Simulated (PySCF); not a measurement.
Species: C₆H₁₄Si₃.
SMILES with atom numbers: `[CH:1]#[C:2][C@H:3]1[SiH2:4][C@@H:5]([SiH2:6][CH2:7][CH3:8])[SiH2:9]1`

Geometry (GFN2-xTB, Å), atoms numbered from 1 in this order:
```
atom  x, y, z in Å
C1     4.2844   -0.2498    1.4248
C2     3.4280    0.3887    0.8799
C3     2.3835    1.1136    0.2278
Si4    1.7982    0.4198   -1.4789
C5     0.0135    0.3877   -0.7656
Si6   -0.9835   -1.2154   -0.9145
C7    -2.5071   -1.1349    0.2260
C8    -3.3903    0.0803   -0.0299
Si9    0.6122    0.9225    0.9823
H10    5.0424   -0.7937    1.9033
H11    2.6840    2.1617    0.1615
H12    2.0075    1.3442   -2.5989
H13    2.3529   -0.8928   -1.8021
H14   -0.5844    1.1813   -1.2173
H15   -1.4288   -1.3983   -2.3064
H16   -0.1686   -2.3721   -0.5176
H17   -2.1817   -1.1221    1.2678
H18   -3.1034   -2.0398    0.1004
H19   -2.8344    0.9991    0.1453
H20   -3.7446    0.0859   -1.0587
H21   -4.2592    0.0804    0.6273
H22    0.5371   -0.0982    2.0269
H23    0.0376    2.1790    1.4788
```

NICS = −σ at a ghost point: NICS(0) at the centroid of the ring atoms, NICS(1) 1 Å to either side along the normal of their mean plane, zz for the tensor component along that normal. Level: GIAO PBE0/pcSseg-1 (PySCF, non-relativistic, gas phase) on the GFN2-xTB geometry, one conformer.

Ring bond lengths (Å), with Mayer bond orders in brackets: C3–Si4 1.933 (0.83), Si4–C5 1.922 (0.88), C5–Si9 1.923 (0.88), Si9–C3 1.935 (0.82).

Question: Give the NICS values of each ring in ppm.

Answer: 
| ring | type | NICS(0) | NICS(1), two faces | NICS(1)zz, two faces | rms pucker (Å) | centre to ring atoms, mean (Å) |
| --- | --- | --- | --- | --- | --- | --- |
| C3–Si4–C5–Si9 | 4-membered ring with 2 Si; formal bonds all single | -0.5 | -0.3 / -1.7 | 7.1 / 4.6 | 0.04 | 1.36 |

Question: What do they say, and how far can they be read as aromaticity?

Answer: 
- C3–Si4–C5–Si9: mean NICS(1)zz 5.9 ppm, deshielded. C3, Si4, C5, Si9 have four or more neighbours, so the value isn't read as a sign of a π ring current.

Question: At the first NICS(1) probe listed for ring C3–Si4–C5–Si9, 1 Å off the ring, what do the in-plane components average?

Answer: The isotropic value is a third of the trace: (3 × -0.3 − (7.1))/2 = -4.0 ppm.

The run took 1.8 min wall on one thread, Arm Neoverse N1 (aarch64), on a shared host, and the process peaked at 1.1 GiB of memory. This is the whole shielding run at PBE0/pcSseg-1, SCF included.
